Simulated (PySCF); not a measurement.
Cl5W, doublet, at a GFN2-xTB geometry (such geometries of metal compounds can be far from the true shape) (core potentials on W); DF-B3LYP/def2-SVP run with PySCF.

Here is a job for PySCF.
```python
from pyscf import gto, scf, dft

mol = gto.Mole()
mol.atom = '''
    W    -0.000000    0.000000   -0.000000
    Cl    1.845527   -0.408177   -1.167973
    Cl    0.962335   -0.981487    1.863601
    Cl   -0.962335    0.981487   -1.863601
    Cl   -1.635958   -1.502506    0.053472
    Cl   -0.209570    1.910682    1.114501
'''
mol.basis = 'def2-svp'
mol.ecp = {'W': 'def2-svp'}
mol.charge = 0
mol.spin = 1
mol.verbose = 5
mol.build()

mf = dft.UKS(mol)
mf.xc = 'b3lyp'
mf.grids.atom_grid = (99, 590)
mf = mf.density_fit(auxbasis='def2-universal-jkfit')
mf.kernel()
mf.analyze()
```

The log (banner, timings and long lists left out):

```
PySCF version 2.14.0

[INPUT] verbose = 5
[INPUT] max_memory = 4000
[INPUT] num. atoms = 6
[INPUT] num. electrons = 99
[INPUT] charge = 0
[INPUT] spin (= nelec alpha-beta = 2S) = 1
[INPUT] symmetry False subgroup None
[INPUT] Mole.unit = angstrom
[INPUT] Symbol           X                Y                Z      unit          X                Y                Z       unit  Magmom
[...]
[INPUT] ---------------- BASIS SET ----------------
[INPUT] l, kappa, [nprim/nctr], expnt,             c_1 c_2 ...
[INPUT] Cl
[...]
                                1571.7365221      0.014754727977
                                357.12065523      0.066679112875
                                100.25185935      0.17228924084
                                30.812727554      0.158837861
[...]
                                5.7045760975      0.60841752753
                                2.3508376809      0.54352153355
[...]
                                72.102015515      -0.063563355471
                                22.532680262      -0.24016428276
                                7.8991765444      -0.47798866557
                                2.8767268321      -0.38515850005
[...]
[INPUT] W
[...]
                                12                1.0014141748
[...]
                                6.084876          -0.66720686321
                                1.2523777812      0.52090351989
                                0.58569208922     0.51885687511
[...]
                                1.623745245       0.18452733732
                                0.69187452392     0.44121676843
                                0.27865835325     0.431584092415
[...]
nuclear repulsion = 716.987207455551
number of shells = 52
number of NR pGTOs = 237
number of NR cGTOs = 122
basis = def2-svp
ecp = {'W': 'def2-svp'}

******** <class 'pyscf.df.df_jk.DFUKS'> ********
method = DFUKS
initial guess = minao
damping factor = 0
level_shift factor = 0
DIIS = <class 'pyscf.scf.diis.CDIIS'>
diis_start_cycle = 1
diis_space = 8
diis_damp = 0
SCF conv_tol = 1e-09
SCF conv_tol_grad = None
SCF max_cycles = 50
direct_scf = False
number electrons alpha = 50  beta = 49
XC library pyscf.dft.libxc version 7.1.2
    S. Lehtola, C. Steigemann, M. J. T. Oliveira, and M. A. L. Marques,  SoftwareX 7, 1–5 (2018)
XC functionals = b3lyp
    P. J. Stephens, F. J. Devlin, C. F. Chabalowski, and M. J. Frisch,  J. Phys. Chem. 98, 11623 (1994)
radial grids:
    Treutler-Ahlrichs [JCP 102, 346 (1995); DOI:10.1063/1.469408] (M4) radial grids

becke partition: Becke, JCP 88, 2547 (1988); DOI:10.1063/1.454033
pruning grids: <function nwchem_prune>
grids dens level: 3
symmetrized grids: False
atomic radii adjust function: <function treutler_atomic_radii_adjust>
User specified grid scheme (99, 590)
small_rho_cutoff = 0
Set gradient conv threshold to 3.16228e-05
Density of valence part of ANO basis will be used as initial guess for W
atom W rad-grids = 99, ang-grids = [ 50  50  50  50  50  50  50  50  50  50  50  50  50  50  50  50  50  50
  50  50  50  50  50  50  50  50  50  50  86  86  86  86  86  86  86  86
  86  86  86  86  86  86  86  86 434 434 434 434 434 434 434 434 434 434
 434 590 590 590 590 590 590 590 590 590 590 590 590 590 590 590 590 590
 590 590 590 590 590 434 434 434 434 434 434 434 434 434 434 434 434 434
 434 434 434 434 434 434 434 434 434]
atom Cl rad-grids = 99, ang-grids = [ 50  50  50  50  50  50  50  50  50  50  50  50  50  50  50  50  50  50
  50  50  50  50  50  50  50  50  50  50  50  86  86  86  86  86  86  86
  86  86  86  86  86  86  86  86  86 434 434 434 434 434 434 434 434 434
 434 434 590 590 590 590 590 590 590 590 590 590 590 590 590 590 590 590
 590 590 590 590 590 590 590 434 434 434 434 434 434 434 434 434 434 434
 434 434 434 434 434 434 434 434 434]
tot_boxes 2940, boxes in each direction [12 12 13]
Padding 0 grids
tot grids = 179328
nelec by numeric integration = [49.04273333 49.04273333]
******** <class 'pyscf.df.df.DF'> ********
[...]
SCF not converged.
Total Energy =                       -2367.662846898303087
[...]
spin_pop of  0 W 7pz      -0.00022
spin_pop of  0 W 5dxy      0.16433
spin_pop of  0 W 5dyz      0.27791
spin_pop of  0 W 5dz^2     0.20067
spin_pop of  0 W 5dxz      0.07143
spin_pop of  0 W 5dx2-y2    0.11644
spin_pop of  0 W 6dxy      0.01443
spin_pop of  0 W 6dyz      0.01608
spin_pop of  0 W 6dz^2     0.01351
spin_pop of  0 W 6dxz      0.00772
spin_pop of  0 W 6dx2-y2    0.01628
spin_pop of  0 W 5f-3      0.00002
spin_pop of  0 W 5f-2      0.00001
spin_pop of  0 W 5f-1      0.00018
spin_pop of  0 W 5f+0      0.00011
spin_pop of  0 W 5f+1     -0.00008
spin_pop of  0 W 5f+2      0.00004
spin_pop of  0 W 5f+3      0.00028
spin_pop of  1 Cl 1s        0.00000
spin_pop of  1 Cl 2s       -0.00000
spin_pop of  1 Cl 3s        0.00009
spin_pop of  1 Cl 4s       -0.00003
spin_pop of  1 Cl 2px      -0.00000
spin_pop of  1 Cl 2py       0.00000
spin_pop of  1 Cl 2pz       0.00000
spin_pop of  1 Cl 3px      -0.00439
spin_pop of  1 Cl 3py      -0.00040
spin_pop of  1 Cl 3pz       0.01172
spin_pop of  1 Cl 4px       0.00162
spin_pop of  1 Cl 4py       0.00073
spin_pop of  1 Cl 4pz       0.00481
spin_pop of  1 Cl 3dxy      0.00087
spin_pop of  1 Cl 3dyz      0.00007
spin_pop of  1 Cl 3dz^2     0.00321
spin_pop of  1 Cl 3dxz      0.00060
spin_pop of  1 Cl 3dx2-y2    0.00016
spin_pop of  2 Cl 1s        0.00000
spin_pop of  2 Cl 2s       -0.00000
spin_pop of  2 Cl 3s        0.00013
spin_pop of  2 Cl 4s        0.00016
spin_pop of  2 Cl 2px       0.00000
spin_pop of  2 Cl 2py      -0.00000
spin_pop of  2 Cl 2pz       0.00000
spin_pop of  2 Cl 3px       0.03113
spin_pop of  2 Cl 3py      -0.00692
spin_pop of  2 Cl 3pz      -0.00367
spin_pop of  2 Cl 4px       0.00726
spin_pop of  2 Cl 4py       0.00087
spin_pop of  2 Cl 4pz       0.00117
spin_pop of  2 Cl 3dxy      0.00059
spin_pop of  2 Cl 3dyz      0.00072
spin_pop of  2 Cl 3dz^2     0.00093
spin_pop of  2 Cl 3dxz      0.00143
spin_pop of  2 Cl 3dx2-y2    0.00120
spin_pop of  3 Cl 1s        0.00000
spin_pop of  3 Cl 2s       -0.00000
spin_pop of  3 Cl 3s        0.00013
spin_pop of  3 Cl 4s        0.00011
spin_pop of  3 Cl 2px       0.00000
spin_pop of  3 Cl 2py      -0.00000
spin_pop of  3 Cl 2pz       0.00000
spin_pop of  3 Cl 3px       0.03124
spin_pop of  3 Cl 3py      -0.00589
spin_pop of  3 Cl 3pz      -0.00481
spin_pop of  3 Cl 4px       0.00709
spin_pop of  3 Cl 4py       0.00074
spin_pop of  3 Cl 4pz       0.00122
spin_pop of  3 Cl 3dxy      0.00029
spin_pop of  3 Cl 3dyz      0.00063
spin_pop of  3 Cl 3dz^2     0.00111
spin_pop of  3 Cl 3dxz      0.00182
spin_pop of  3 Cl 3dx2-y2    0.00097
spin_pop of  4 Cl 1s        0.00000
spin_pop of  4 Cl 2s       -0.00000
spin_pop of  4 Cl 3s        0.00009
spin_pop of  4 Cl 4s        0.00000
spin_pop of  4 Cl 2px      -0.00000
spin_pop of  4 Cl 2py      -0.00000
spin_pop of  4 Cl 2pz       0.00000
spin_pop of  4 Cl 3px      -0.00320
spin_pop of  4 Cl 3py      -0.00399
spin_pop of  4 Cl 3pz       0.01382
spin_pop of  4 Cl 4px       0.00122
spin_pop of  4 Cl 4py       0.00154
spin_pop of  4 Cl 4pz       0.00380
spin_pop of  4 Cl 3dxy      0.00007
spin_pop of  4 Cl 3dyz      0.00169
spin_pop of  4 Cl 3dz^2     0.00018
spin_pop of  4 Cl 3dxz      0.00111
spin_pop of  4 Cl 3dx2-y2    0.00169
spin_pop of  5 Cl 1s        0.00000
spin_pop of  5 Cl 2s        0.00000
spin_pop of  5 Cl 3s        0.00001
spin_pop of  5 Cl 4s        0.00014
spin_pop of  5 Cl 2px      -0.00000
spin_pop of  5 Cl 2py      -0.00000
spin_pop of  5 Cl 2pz      -0.00000
spin_pop of  5 Cl 3px      -0.00568
spin_pop of  5 Cl 3py      -0.00819
spin_pop of  5 Cl 3pz      -0.00558
spin_pop of  5 Cl 4px       0.00020
spin_pop of  5 Cl 4py       0.00011
spin_pop of  5 Cl 4pz       0.00021
spin_pop of  5 Cl 3dxy      0.00021
spin_pop of  5 Cl 3dyz      0.00021
spin_pop of  5 Cl 3dz^2     0.00026
spin_pop of  5 Cl 3dxz      0.00037
spin_pop of  5 Cl 3dx2-y2    0.00041
In total            50.00000 | 49.00000
Dipole moment(X, Y, Z, Debye): -0.03789,  0.31682,  0.18647
```

The run did not converge; its last values are not results.
